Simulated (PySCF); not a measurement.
# PySCF run on BSe

File input.py (PySCF 2.14):

```python
from pyscf import gto, dft
from pyscf.geomopt.geometric_solver import optimize

mol = gto.M(
    atom='B 0 0 0; Se 0 0 1.93',
    basis='cc-pvdz',
    charge=0,
    spin=1,
    symmetry=True,
    verbose=3,
)
mf = dft.ROKS(mol, xc='hse06')
mf.kernel()
g = mf.nuc_grad_method()
g.grid_response = True
mol_eq = optimize(g.as_scanner(), maxsteps=30)
print('optimised geometry (angstrom)')
print(mol_eq.tostring('raw'))
print('orbital energies (hartree):', mf.mo_energy[..., max(0, mol.nelec[1]-3):mol.nelec[0]+3].round(4))
```

```bash
$ OMP_NUM_THREADS=1 python input.py
```

Output:

```
converged SCF energy = -2425.95163949327
input.py

Current date and time:

#|     Arguments passed to driver run_optimizer():      |#
customengine              <pyscf.geomopt.geometric_solver.PySCFEngine object>
logIni                    <dir>
maxiter                   30
----------------------------------------------------------
Custom engine selected.
Bonds will be generated from interatomic distances less than 1.20 times sum of covalent radii
6 internal coordinates being used (instead of 6 Cartesians)
Internal coordinate system (atoms numbered from 1):
Distance 1-2
Translation-X 1-2
Translation-Y 1-2
Translation-Z 1-2
Rotation-A 1-2
Rotation-B 1-2
Rotation-C 1-2
<class 'geometric.internal.Distance'> : 1
<class 'geometric.internal.TranslationX'> : 1
<class 'geometric.internal.TranslationY'> : 1
<class 'geometric.internal.TranslationZ'> : 1
<class 'geometric.internal.RotationA'> : 1
<class 'geometric.internal.RotationB'> : 1
<class 'geometric.internal.RotationC'> : 1
> ===== Optimization Info: ====
> Job type: Energy minimization
> Maximum number of optimization cycles: 30
> Initial / maximum trust radius (Angstrom): 0.100 / 0.300
> Convergence Criteria:
> Will converge when all 5 criteria are reached:
>  |Delta-E| < 1.00e-06
>  RMS-Grad  < 3.00e-04
>  Max-Grad  < 4.50e-04
>  RMS-Disp  < 1.20e-03
>  Max-Disp  < 1.80e-03
> === End Optimization Info ===

Geometry optimization cycle 1
Cartesian coordinates (Angstrom)
 Atom        New coordinates             dX        dY        dZ
   B   0.000000   0.000000   0.000000    0.000000  0.000000  0.000000
  Se   0.000000   0.000000   1.930000    0.000000  0.000000  0.000000

WARN: Mole.unit (angstrom) is changed to Bohr

converged SCF energy = -2425.95163949317
--------------- SymAdaptedROKS_Scanner gradients ---------------
         x                y                z
0 B     0.0000000000     0.0000000000    -0.0799060766
1 Se     0.0000000000     0.0000000000     0.0799060766
----------------------------------------------
cycle 1: E = -2425.95163949  dE = -2425.95  norm(grad) = 0.113004
Step    0 : Gradient = 7.991e-02/7.991e-02 (rms/max) Energy = -2425.9516394932
Hessian Eigenvalues: 5.00000e-02 5.00000e-02 5.00000e-02 ... 5.00000e-02 5.00000e-02 1.80662e-01

Geometry optimization cycle 2
Cartesian coordinates (Angstrom)
 Atom        New coordinates             dX        dY        dZ
   B   0.000000   0.000000   0.100000    0.000000  0.000000  0.100000
  Se   0.000000   0.000000   1.830000    0.000000  0.000000 -0.100000
converged SCF energy = -2425.96726780895
--------------- SymAdaptedROKS_Scanner gradients ---------------
         x                y                z
0 B     0.0000000000     0.0000000000     0.0140680620
1 Se     0.0000000000     0.0000000000    -0.0140680620
----------------------------------------------
cycle 2: E = -2425.96726781  dE = -0.0156283  norm(grad) = 0.0198952
Step    1 : Displace = 1.000e-01/1.000e-01 (rms/max) Trust = 1.000e-01 (=) Grad = 1.407e-02/1.407e-02 (rms/max) E (change) = -2425.9672678090 (-1.563e-02) Quality = 0.904
Hessian Eigenvalues: 5.00000e-02 5.00000e-02 5.00000e-02 ... 5.00000e-02 5.00000e-02 2.48645e-01

Geometry optimization cycle 3
Cartesian coordinates (Angstrom)
 Atom        New coordinates             dX        dY        dZ
   B   0.000000   0.000000   0.085030    0.000000  0.000000 -0.014970
  Se   0.000000   0.000000   1.844970    0.000000  0.000000  0.014970
converged SCF energy = -2425.96745271432
--------------- SymAdaptedROKS_Scanner gradients ---------------
         x                y                z
0 B     0.0000000000     0.0000000000    -0.0070154112
1 Se     0.0000000000     0.0000000000     0.0070154112
----------------------------------------------
cycle 3: E = -2425.96745271  dE = -0.000184905  norm(grad) = 0.00992129
Step    2 : Displace = 1.497e-02/1.497e-02 (rms/max) Trust = 1.414e-01 (+) Grad = 7.015e-03/7.015e-03 (rms/max) E (change) = -2425.9674527143 (-1.849e-04) Quality = 0.465
Hessian Eigenvalues: 5.00000e-02 5.00000e-02 5.00000e-02 ... 5.00000e-02 5.00000e-02 3.72638e-01

Geometry optimization cycle 4
Cartesian coordinates (Angstrom)
 Atom        New coordinates             dX        dY        dZ
   B   0.000000   0.000000   0.090011    0.000000  0.000000  0.004981
  Se   0.000000   0.000000   1.839989    0.000000  0.000000 -0.004981
converged SCF energy = -2425.96752272674
--------------- SymAdaptedROKS_Scanner gradients ---------------
         x                y                z
0 B     0.0000000000     0.0000000000    -0.0003402779
1 Se     0.0000000000     0.0000000000     0.0003402779
----------------------------------------------
cycle 4: E = -2425.96752273  dE = -7.00124e-05  norm(grad) = 0.000481226
Step    3 : Displace = 4.981e-03/4.981e-03 (rms/max) Trust = 1.414e-01 (=) Grad = 3.403e-04/3.403e-04 (rms/max) E (change) = -2425.9675227267 (-7.001e-05) Quality = 1.060
Hessian Eigenvalues: 5.00000e-02 5.00000e-02 5.00000e-02 ... 5.00000e-02 5.00000e-02 3.54564e-01

Geometry optimization cycle 5
Cartesian coordinates (Angstrom)
 Atom        New coordinates             dX        dY        dZ
   B   0.000000   0.000000   0.090265    0.000000  0.000000  0.000254
  Se   0.000000   0.000000   1.839735    0.000000  0.000000 -0.000254
converged SCF energy = -2425.96752288563
--------------- SymAdaptedROKS_Scanner gradients ---------------
         x                y                z
0 B     0.0000000000     0.0000000000     0.0000092516
1 Se     0.0000000000     0.0000000000    -0.0000092516
----------------------------------------------
cycle 5: E = -2425.96752289  dE = -1.58886e-07  norm(grad) = 1.30837e-05
Step    4 : Displace = 2.539e-04/2.539e-04 (rms/max) Trust = 2.000e-01 (+) Grad = 9.252e-06/9.252e-06 (rms/max) E (change) = -2425.9675228856 (-1.589e-07) Quality = 0.973
Hessian Eigenvalues: 5.00000e-02 5.00000e-02 5.00000e-02 ... 5.00000e-02 5.00000e-02 3.54564e-01
Converged! =D

    #| If this code has benefited your research, please support us by citing: |#
    #| Wang, L.-P.; Song, C.C. (2016) "Geometry optimization made simple with |#
    #| translation and rotation coordinates", J. Chem, Phys. 144, 214108.     |#
    #|                                     |#
optimised geometry (angstrom)
B           0.00000000        0.00000000        0.09026502
Se          0.00000000        0.00000000        1.83973498
orbital energies (hartree): [-0.4127 -0.2678 -0.2678 -0.2366 -0.0855 -0.0855  0.0785]
```

In short: E(SCF) = -2425.951639 Eh, all at the start geometry; optimised bond 1.749 Å with E = -2425.967523 Eh after 5 steps.

Run time: 39 s on 1 thread of Intel Xeon Platinum 8488C (shared host), peak memory 0.26 GiB.

The last line lists the levels of the start geometry. No search for the lowest solution was made.
